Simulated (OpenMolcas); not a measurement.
An OpenMolcas run meant for Pd4+ (ANO-R1, X2C; inactive shells 1s 2s 2p 3s 3p 3d 4s 4p; intended active space 6 electrons in 5 orbitals (4d)). One step of its input:

```
&CASPT2
Multistate=5 1 2 3 4 5
Frozen=8 6
IPEA=0.25
Shift=3.0
MaxIter=60
WThr=0.0 0.3 0.05
PrWF=0.5
NoMix
```

The run finished. Its levels beside those of a sound run (SS-CASPT2, IPEA 0.25 Eh, imaginary shift 0.1 Eh (closed shells correlated: 4s 4p)), in cm-1 above each run's lowest level:

```csv
Level,This run,Usual run
4d6 5D4,0.0,0.0
4d6 5D3,2282,2289
4d6 5D2,3487,3481
4d6 5D1,4228,4219
4d6 5D0,4580,4570
4d6 3P2,20648,20014
4d6 3H6,21344,21207
4d6 3H5,21737,21563
4d6 3F3,23904,23488
4d6 3F2,25303,24861
4d6 3P1,26536,25906
```

**Question.** Which setting is unsound, and how much does it matter here?

**Answer.** The level shift is far above the usual 0.1 to 0.3 hartree and damps the second-order energy. Against the sound run the excited levels shown move by 250 cm-1 on average and by 630 cm-1 at most.

CASPT2 does not keep the components of a term degenerate, so their means are used; among the terms shown or strongly mixed into the levels shown the widest spread is 100 cm-1 (4d6 3F, the sound run). Some high roots are left out of the spin-orbit mixing, which shifts the levels that they would mix with. The basis is small and was not contracted for so high a charge. Levels of configurations outside the active space are missing.
